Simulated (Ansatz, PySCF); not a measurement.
Compounds of Si with 4 ligands, in which CH3 is traded for OH. Quantity: C-Si bond dissociation enthalpy, 298 K, in kcal/mol. Structures are relaxed separately at B3LYP-D3(BJ)/def2-TZVP in Ansatz (a program for electronic structure), one conformer each, not searched for the lowest. Frequencies are from Ansatz or PySCF. Valence correlation only, unless marked. UHF or UKS for open shells. No spin-orbit coupling. No relativistic terms. Basis-set limits of correlation are two-point, X^-3; Hartree-Fock from the larger set. The bracket is a focal-point correction in the basis named. Rows marked 298 K are enthalpies with B3LYP-D3(BJ) harmonic zero-point and thermal terms. The first level has limits of its own.

```
n(OH)                          species (SMILES)  RI-MP2/CBS(cc-pV(T+d)Z,cc-pV(Q+d)Z)+[CCSD(T)-MP2]/cc-pV(T+d)Z (Ansatz)  PBE/def2-TZVPD (Ansatz)  PBE0-D4/def2-TZVPD (Ansatz + dftd4)
-----  ----------------------------------------  ----------------------------------------------------------------------  -----------------------  -----------------------------------
0      C[Si](C)(C)C, to [CH3] (CH3) + C[Si](C)C                                                                    93.2                     86.7                                 89.0
1      C[Si](C)(C)O, to C[Si](C)O + [CH3] (CH3)                                                                    94.4                     87.1                                 89.9
2      C[Si](C)(O)O, to C[Si](O)O + [CH3] (CH3)                                                                       ?                        ?                                    ?
3      C[Si](O)(O)O, to O[Si](O)O + [CH3] (CH3)                                                                    98.6                     90.2                                 93.8
```

Fit a straight line through the known rows at each level by least squares, predict the withheld row (n(OH) = 2), and compare with the run.


- The known rows have mean n(OH) = 1.33333 and Σ(n(OH) - mean)² = 4.6667.
- RI-MP2/CBS(cc-pV(T+d)Z,cc-pV(Q+d)Z)+[CCSD(T)-MP2]/cc-pV(T+d)Z: mean 95.400, Σ(n(OH) - mean)(y - mean) = 8.600, slope 1.843 kcal/mol a step; the line gives 95.400 + (1.843)×(2 - 1.33333) = 96.6; the run gives 95.5, -1.1 from the line, whose largest residual on the known rows is 0.4.
- PBE/def2-TZVPD: mean 88.000, Σ(n(OH) - mean)(y - mean) = 5.700, slope 1.221 kcal/mol a step; the line gives 88.000 + (1.221)×(2 - 1.33333) = 88.8; the run gives 87.4, -1.4 from the line, whose largest residual on the known rows is 0.5.
- PBE0-D4/def2-TZVPD: mean 90.900, Σ(n(OH) - mean)(y - mean) = 7.700, slope 1.650 kcal/mol a step; the line gives 90.900 + (1.650)×(2 - 1.33333) = 92.0; the run gives 90.7, -1.3 from the line, whose largest residual on the known rows is 0.5.
- PBE minus the first level along the series: -6.5, -7.3, -8.1, -8.4 kcal/mol.
